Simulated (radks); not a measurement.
Neutral holmium inside a hard spherical wall (all orbitals vanish at R), configuration held at [Xe] 4f11 6s2 and not refilled when levels cross. All-electron calculation, scalar-relativistic Kohn-Sham, PBE, spin-unpolarised, spherical densities, finite nucleus; Fermi nuclear charge, rms radius 5.2022 fm. Program: a radial shooting solver on a logarithmic mesh with Libxc functionals. Eigenvalues in eV, with the zero of energy where the potential of the charges vanishes at infinity; a dash marks a level that is unbound or too diffuse for the functional's potential to be trusted. A positive occupied level is held by the wall or, in an anion where self-interaction has pushed it up, behind a barrier. The pressure on the wall is -dE/dV.

| R (bohr) | E (hartree) | kinetic (hartree) | e(5s) | e(5p) | e(6s) | e(4f) | e(6p, empty) | e(5d, empty) | pressure (GPa) |
|---|---|---|---|---|---|---|---|---|---|
| free | -12615.1613 | 13640.504 | -50.365 | -25.870 | -3.789 | -3.148 | -1.147 | -1.044 | 0 |
| 20 | -12615.1613 | 13640.504 | -50.365 | -25.870 | -3.789 | -3.148 | -1.147 | -1.044 | < 0.0001 |
| 12 | -12615.1610 | 13640.508 | -50.333 | -25.838 | -3.764 | -3.116 | -1.041 | -1.003 | 0.00547 |
| 5 | -12614.8828 | 13641.689 | -46.370 | -22.022 | 1.895 | 0.873 | 8.282 | 3.428 | 26.5 |
| 4 | -12614.3317 | 13643.749 | -42.846 | -18.697 | 10.285 | 4.731 | 20.251 | 8.136 | 144 |
| 3.5 | -12613.6004 | 13646.507 | -39.432 | -15.359 | 20.020 | 8.701 | 33.161 | 13.028 | 401 |
| 2.5 | -12607.7043 | 13667.777 | -21.321 | 4.487 | 81.299 | 30.394 | 106.35 | 41.162 | 5080 |
| 1.5 | -12548.1327 | 13851.307 | 103.78 | 150.69 | 474.30 | 135.36 | 529.24 | 223.46 | 189000 |
